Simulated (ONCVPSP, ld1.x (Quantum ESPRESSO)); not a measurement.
**Potentials for oxygen (O) compared**

Generated with ld1.x 7.5 (TM, RRKJ, ultrasoft, PAW), atompaw 4.2 or ONCVPSP 4.0.1. The cutoff is in Ry: for ld1.x and atompaw files where the sum of valence levels is converged to 10 mRy in a Bessel basis, for ONCV files where the hardest occupied wave has 1 mHa per electron of residual kinetic energy. The error is the largest all-electron minus pseudo excitation energy over each file’s own four to seven test configurations (ionisations up to +4, promotions, holes and added fractions of an electron), all of which were solved. The labels leave out finer settings (local radius, basis sizes, second energies), which also bear on the numbers. Spin-polarised tests are not counted. The rows are a selection from randomly drawn settings: files with unsolved tests, undetermined cutoffs or missed reference levels are left out.

A true bound ghost makes a file unfit for plane-wave use even where its test errors are small: the radial tests pick states by their node count and pass the ghost by.

| potential | cutoff (Ry) | largest error (meV) | bound ghosts |
| --- | --- | --- | --- |
| ONCV, PBE, scalar-relativistic, rc 0.80/1.40 (sp), local s, core correction yes, reference 2s2 2p3, qcut 7.1/9, projectors 0/2 | 274 | +493 | none |
| ONCV, LDA (Perdew-Wang 92), scalar-relativistic, rc 0.65/1.50/1.35 (spd), local s, core correction yes, reference 2s2 2p4, qcut 11.2/9.8/8.4, projectors 0/1/2 | 83 | +765 | none |
| ONCV, PBE, scalar-relativistic, rc 0.70/1.20 (sp), local smoothed, core correction no, reference 2s2 2p4, qcut 10.6/12.5, projectors 2/1 | 90 | +261 | none |
| ONCV, PBE, scalar-relativistic, rc 0.95/1.90/1.45 (spd), local smoothed, core correction yes, reference 2s2 2p4, qcut 5.6/5.9/5.9, projectors 3/2/2 | 407 | +2544 | s |
| PAW, PBE, scalar-relativistic, rc 0.80/1.25 (sp), local smoothed, core correction yes, reference 2s2 2p4 | 50 | -13 | none |

Fill in the row for O: ultrasoft, LDA (PZ), non-relativistic, rc 1.00/1.10/1.05 (spd), local smoothed, core correction yes, reference 2s2 2p2.

cutoff 55 Ry, largest error +147 meV, bound ghosts: none.

Fill in the row for O: ONCV, PW91, scalar-relativistic, rc 0.40/1.50/1.15 (spd), local smoothed, core correction no, reference 1s2 2s2 2p3.5, qcut 35.5/10.8/7.9, projectors 2/2/2.

cutoff 894 Ry, largest error +631 meV, bound ghosts: none.

Fill in the row for O: RRKJ, PBE, non-relativistic, rc 0.85/1.20/1.15 (spd), local d, core correction no, reference 2s2 2p4.

cutoff 110 Ry, largest error +1262 meV, bound ghosts: none.
